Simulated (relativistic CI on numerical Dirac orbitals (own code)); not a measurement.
Computed by Dirac-Coulomb-Breit CI, KLI orbitals optimised for each configuration, model QED, unscaled Slater integrals (own radial code, finite nucleus).

The strongest absorption lines from the ground level of an ion, among the configurations computed and to levels below about 588 eV (vacuum wavelength in nm, gf): 4.2506 (0.18), 4.3148 (1.8), 4.3261 (1.8), 4.3267 (4.2), 4.3448 (0.9), 5.6766 (0.66), 6.1329 (2.3), 6.2437 (1.2).

Problem. Which ion is it?
A. Hg XLVI
B. Os XLII
C. Os XLIV
D. Os XL

Solution. B. Os XLII has 35 electrons and the ground level 4s2 4p5 2P°_3/2; the strongest line goes to 4s2 4p4 4d 2D_5/2. The pattern of lines fixes the number of electrons, and along that sequence the line energies rise steadily with the charge (about as its square where n changes within one kind of shell, about linearly where n is kept but much faster in heavy ions where fine structure, which grows about as Z⁴, sets the gap, and irregularly where shells cross), which fixes Z. Configurations outside the model, such as inner-shell arrays, can give stronger lines. At this charge energies of transitions that change n are usually good to better than 1 %, and those within a shell (Δn = 0) to a few per cent.

LS names give the leading component of a level, which can be under half, so a name can repeat, a term be missing and a line seem to break the LS rules.
